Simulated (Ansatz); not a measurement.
`[SiH3][CH2][GeH2][SH]` + `OC(F)[SiH3]` → `FC([SiH3])O[SiH3]` + `[CH3][GeH2][SH]`  (ligand exchange at the Si–C bond)

Computed with Ansatz on PBE0-D4/def2-TZVP structures; ΔE is electronic, products minus reactants. CCSD(T)/CBS is the MP2 limit (def2-TZVPP, def2-QZVPP) plus CCSD(T) − MP2 in def2-TZVPP, frozen cores. Functionals use def2-TZVPP. B3LYP here is the variant with VWN-RPA as its local correlation; programs differ in this. For Ge outer-core shells are correlated without core-valence functions, which leaves a few kJ/mol of doubt a bond. Scalar relativity is left out up to krypton. One conformer a species, not always the lowest.

`[SiH3][CH2][GeH2][SH]`:

```xyz
12

Si    1.652   -0.154   -0.453
C     0.081   -0.975    0.159
Ge   -1.525    0.113   -0.078
S    -1.129    2.241    0.456
H     2.102    0.892    0.498
H     2.735   -1.167   -0.586
H     1.424    0.464   -1.786
H    -0.080   -1.914   -0.380
H     0.184   -1.224    1.219
H    -1.926    0.175   -1.560
H    -2.690   -0.426    0.774
H    -0.829    1.975    1.738
```

`OC(F)[SiH3]`:

```xyz
9

O    -1.242   -0.970    0.415
C    -0.216   -0.091    0.684
F    -0.726    1.077    1.260
Si    0.656    0.365   -0.956
H    -1.593   -1.319    1.241
H     0.480   -0.494    1.432
H    -0.350    0.905   -1.901
H     1.696    1.382   -0.662
H     1.294   -0.855   -1.512
```

`FC([SiH3])O[SiH3]`:

```xyz
12

F     1.637    0.187    0.523
C     0.542    0.007   -0.323
Si    0.395    1.524   -1.480
O    -0.608   -0.106    0.431
Si   -0.875   -1.327    1.527
H     0.746   -0.930   -0.863
H    -0.739    1.293   -2.409
H     1.656    1.663   -2.251
H     0.153    2.727   -0.649
H    -0.207   -1.053    2.822
H    -2.342   -1.383    1.712
H    -0.359   -2.602    0.959
```

`[CH3][GeH2][SH]`:

Z-matrix (Å, degrees):
```
C
Ge 1 1.945
H 1 1.090 2 110.0
H 1 1.091 2 110.0 3 119.9
H 1 1.090 2 110.0 3 -120.1
S 2 2.231 1 105.6 3 60.1
H 2 1.541 1 111.7 3 178.9
H 2 1.541 1 111.7 3 -58.7
H 6 1.343 2 95.0 1 -179.9
```

| level | ΔE (kcal/mol) | difference from CCSD(T)/CBS |
| --- | --- | --- |
| PBE-D4 | -16.3 | 2.3 |
| r2SCAN-D4 | -18.9 | -0.3 |
| PBE0-D4 | -16.9 | 1.7 |
| ωB97X-V | -19.1 | -0.5 |
| PBE | -17.0 | 1.6 |
| r2SCAN | -19.0 | -0.4 |
| B3LYP | -21.0 | -2.4 |
| HF/def2-TZVPP | -23.9 | -5.3 |
| SCS-MP2/def2-TZVPP | -20.2 | -1.6 |
| CCSD/def2-TZVPP | -19.6 | -1.0 |
| CCSD(T)/def2-TZVPP | -18.9 | -0.3 |
| HF/def2-QZVPP | -24.4 | -5.8 |
| MP2/def2-QZVPP | -19.0 | -0.4 |
| SCS-MP2/def2-QZVPP | -20.2 | -1.6 |
| MP2/CBS(def2) | -18.7 | -0.1 |
| CCSD/CBS(def2) | -19.3 | -0.7 |
| CCSD(T)/CBS | -18.6 | 0 |

Largest T1 diagnostic among the species: 0.012.

The D4 term adds +1.1 kcal/mol with B3LYP and +0.6 kcal/mol with PBE0; it sums over pairs of atoms, weighted by their polarisabilities, and B3LYP, whose exchange is more repulsive, gets the larger term. In def2-TZVPP, CCSD(T) changes the Hartree–Fock value by +5.0 kcal/mol (the triples alone add +0.7 kcal/mol) and MP2 by +4.9 kcal/mol.
